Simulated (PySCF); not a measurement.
SiI₂, SMILES I[Si]I (connectivity only; charge and spin as stated), neutral, multiplicity 1. Coordinates come from a r2SCAN-D4/def2-SVP optimisation. The def2 effective core potentials stand for the cores of I; spin–orbit coupling is left out.

Computed with r2SCAN-D4/def2-SVP in PySCF 2.14.0.

Harmonic wavenumbers (cm⁻¹): 87, 335, 343. Rotational constants (GHz): 8.408, 0.5164, 0.4866; symmetry number 2.

Task: Work out the zero-point energy and the ideal-gas rigid-rotor harmonic-oscillator thermochemistry at 298.15 K and 1 atm.

Result: ZPE = ½ Σ hcν = ½ × 765 cm⁻¹ = 1.09 kcal/mol. H − E(el) = 4.41 kcal/mol. Entropy in cal/(mol K): translation 42.81, rotation 28.03, vibration 6.16, total 77.00. G − E(el) = -18.55 kcal/mol. Cp = 13.10 cal/(mol K). Modes under 150 cm⁻¹ make the vibrational entropy uncertain.
